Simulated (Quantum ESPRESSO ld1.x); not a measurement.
Results of a calculation; reference values are marked as such.
Question: The mean radii <r> (bohr) of the occupied orbitals of an atom or ion are listed with their occupations. Level of theory: Dirac Kohn-Sham, PBE, spin-unpolarised, spherical densities, point nucleus (ld1.x of Quantum ESPRESSO 7.5).

orbital  occ.      <r>
1s1/2       2  0.01604
2s1/2       2  0.06689
2p1/2       2  0.05487
2p3/2       4  0.06380
3s1/2       2   0.1739
3p1/2       2   0.1644
3p3/2       4   0.1807
3d3/2       4   0.1570
3d5/2       6   0.1619
4s1/2       2   0.3840
4p1/2       2   0.3853
4p3/2       4   0.4198
4d3/2       4   0.4246
4d5/2       6   0.4356
5s1/2       2   0.8543
4f5/2       6   0.4508
4f7/2       8   0.4571
5p1/2       2   0.9128
5p3/2       4    1.004
5d3/2       4    1.271
5d5/2       6    1.317
6s1/2       1    2.235
6p1/2       2    2.741

Name the element and its charge. Open shells, if any, fill j = l - 1/2 first.

Answer: Z = 82, lead, charge +1: Pb+ in [Xe] 4f14 5d10 6s1 6p2. The 1s radius gives Z: for a bare nucleus <r> = (2 gamma + 1)/(2Z) with gamma = sqrt(1 - (Z/c)^2), 0.01587 bohr for Z = 82, and screening makes it slightly larger (0.01604 here). The occupations add up to 81, and the charge is Z minus that.
